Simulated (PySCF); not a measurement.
F2H5NSSi2, SMILES F[SiH](F)S[SiH2]N.

The structure is a stationary point at ωB97X-D3(BJ)/def2-SVP. The structure was generated by enumeration, and PubChem lists no compound with its InChIKey, so it may never have been made. One conformer was computed; it need not be the lowest.

Two levels are set side by side: PBE/def2-TZVP (PySCF) and CAM-B3LYP/def2-TZVP (PySCF). Same geometry, gas phase. Differences are taken from unrounded values.

| quantity | CAM-B3LYP |
|---|---|
| orbital gap (eV) | 9.96 |
| highest occupied level (eV) | -9.09 |
| lowest empty level (eV) | 0.88 |
| dipole moment (D) | 2.40 |
| mean polarisability (bohr³) | 73.1 |

Problem. What does PBE give, and how far is it from CAM-B3LYP? (An estimate is asked for; the answer gives what the named calculation found.)

Solution. 
```json
[
 {"quantity": "orbital gap (eV)", "PBE": "5.49", "PBE minus CAM-B3LYP": "-4.47"},
 {"quantity": "highest occupied level (eV)", "PBE": "-6.46", "PBE minus CAM-B3LYP": "2.62"},
 {"quantity": "lowest empty level (eV)", "PBE": "-0.97", "PBE minus CAM-B3LYP": "-1.85"},
 {"quantity": "dipole moment (D)", "PBE": "2.47", "PBE minus CAM-B3LYP": "0.07"},
 {"quantity": "mean polarisability (bohr³)", "PBE": "77.6", "PBE minus CAM-B3LYP": "4.6"}
]
```

Without exact exchange PBE keeps part of each electron's self-repulsion, which lifts occupied levels and narrows the gap. PBE's more diffuse valence density responds more strongly to a field. Differences between two approximate levels are no errors against the true value.

Rough cost on one machine, each run with all the roots and properties that it gave: CAM-B3LYP against PBE within a factor of 2.
